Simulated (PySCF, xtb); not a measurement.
CdSe, SMILES [Cd]=[Se].

Harmonic wavenumbers (cm⁻¹) from xtb with GFN2-xTB at its own minimum, in rising order: 284.

### Question
What does B3LYP-D3(BJ)/def2-TZVP (PySCF) give at its own minimum? (The exact figures need the calculation; the answer reports its results.)

### Answer
245. Paired by order, the mean absolute difference is 39 cm⁻¹ and the zero-point energies are 0.4 and 0.4 kcal/mol.
